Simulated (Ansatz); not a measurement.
Two isomers of C2H8SeSi: A = `CC[Se][SiH3]`, B = `CC([SiH3])[SeH]`.

Calculated with Ansatz (gas phase, PBE0-D4/def2-TZVP geometries, no zero-point term in ΔE). CBS: MP2 limit from def2 TZ/QZ plus the TZ coupled-cluster correction, frozen cores. DFT in def2-TZVPP. B3LYP here is the variant with VWN-RPA as its local correlation; programs differ in this. For Se outer-core shells are correlated without core-valence functions, which leaves a few kJ/mol of doubt a bond. Scalar relativity is left out up to krypton. Each species was taken in one conformer, which may not be the lowest.

Which isomer does CCSD(T)/CBS put lower? Give the gap. (Estimate.)

The calculation gave: A, by 66.4 kJ/mol.

Give E(B) − E(A) in kJ/mol with BLYP-D4, CCSD/def2-TZVPP, B3LYP, MP2/def2-TZVPP, ωB97M-V, LDA (SPW92), CCSD(T)/def2-SVP. (Best estimate.)

Computed: BLYP-D4 65.2, CCSD/def2-TZVPP 64.7, B3LYP 71.3, MP2/def2-TZVPP 65.6, ωB97M-V 64.6, LDA (SPW92) 61.0, CCSD(T)/def2-SVP 60.3. None reverses the order clearly.

Does the order hold for the free energy at 298.15 K (harmonic terms from PBE0-D4)? (Estimate.)

Computed: Yes: G(B) − G(A) = +60.7 kJ/mol, for one conformer each. Modes under 60 cm⁻¹, often nearly free rotors, make the harmonic entropy too high.

Largest T1 diagnostic: 0.010.

Leaving LDA and LC-ωPBE aside and taking each functional with its dispersion term where it has one, the values, not all of them listed here, spread over 6.0 kJ/mol, from ωB97M-V to r2SCAN0-D4. LDA lies −9.4 kJ/mol from PBE without D4. The D4 term adds −4.3 kJ/mol with B3LYP and −2.2 kJ/mol with PBE0; it sums over pairs of atoms, weighted by their polarisabilities, and B3LYP, whose exchange is more repulsive, gets the larger term.
